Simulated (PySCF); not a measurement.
C₁₁H₁₀O₂, SMILES COc1ccccc1-c1ccco1, GFN2-xTB optimised geometry.

```
23

C     -1.88    -3.34     0.03
O     -1.49    -1.99     0.01
C     -0.16    -1.69     0.00
C      0.85    -2.65     0.00
C      2.18    -2.28     0.00
C      2.54    -0.95     0.00
C      1.55     0.02     0.00
C      0.19    -0.33     0.00
C     -0.80     0.73     0.00
C     -2.17     0.73     0.00
C     -2.57     2.09     0.00
C     -1.42     2.82     0.00
O     -0.35     2.02     0.00
H     -1.51    -3.86     0.92
H     -1.53    -3.88    -0.87
H     -2.97    -3.33     0.03
H      0.60    -3.70     0.01
H      2.94    -3.05     0.00
H      3.58    -0.66    -0.01
H      1.81     1.06    -0.01
H     -2.81    -0.12     0.00
H     -3.58     2.46     0.00
H     -1.25     3.88     0.00
```

Density from PBE/def2-SVP run with PySCF at that geometry.

Minimum of the electron density along straight lines between bonded atoms, close to the bond critical point (lines longer than 1.1 times the sum of covalent radii, or with two minima, are not listed):

| bond | length / Å | ρ at the minimum / e bohr⁻³ | ∇²ρ there / e bohr⁻⁵ | position (fraction from the first atom) |
|---|---|---|---|---|
| C1–O2 | 1.407 | 0.256 | ___ | 0.35 |
| O2–C3 | 1.363 | 0.282 | -0.30 | 0.66 |
| C3–C4 | 1.389 | 0.307 | -0.75 | 0.52 |
| C4–C5 | 1.385 | 0.307 | -0.75 | 0.50 |
| C5–C6 | 1.382 | 0.310 | -0.77 | 0.50 |
| C6–C7 | 1.381 | 0.311 | -0.77 | 0.50 |
| C3–C8 | 1.411 | 0.297 | -0.72 | 0.51 |
| C7–C8 | 1.394 | 0.302 | -0.72 | 0.49 |
| C8–C9 | 1.451 | 0.275 | -0.64 | 0.49 |
| C9–C10 | 1.373 | 0.317 | -0.77 | 0.52 |
| C10–C11 | 1.412 | 0.291 | -0.67 | 0.50 |
| C11–C12 | 1.360 | 0.324 | -0.80 | 0.48 |
| C9–O13 | 1.358 | 0.282 | ___ | 0.33 |
| C12–O13 | 1.341 | 0.291 | ___ | 0.33 |
| C1–H14 | 1.095 | 0.277 | -1.03 | 0.64 |
| C1–H15 | 1.095 | 0.277 | -1.03 | 0.64 |
| C1–H16 | 1.089 | 0.282 | -1.08 | 0.64 |
| C4–H17 | 1.079 | 0.280 | -1.03 | 0.63 |
| C5–H18 | 1.080 | 0.281 | -1.05 | 0.63 |
| C6–H19 | 1.079 | 0.281 | -1.04 | 0.63 |
| C7–H20 | 1.079 | 0.283 | -1.07 | 0.64 |
| C10–H21 | 1.068 | 0.287 | -1.12 | 0.64 |
| C11–H22 | 1.071 | 0.283 | -1.07 | 0.63 |
| C12–H23 | 1.072 | 0.288 | -1.13 | 0.64 |

Q: Some entries are withheld; supply them.

A: 
- C1–O2, ∇²ρ there / e bohr⁻⁵: -0.38
- C9–O13, ∇²ρ there / e bohr⁻⁵: -0.08
- C12–O13, ∇²ρ there / e bohr⁻⁵: 0.03
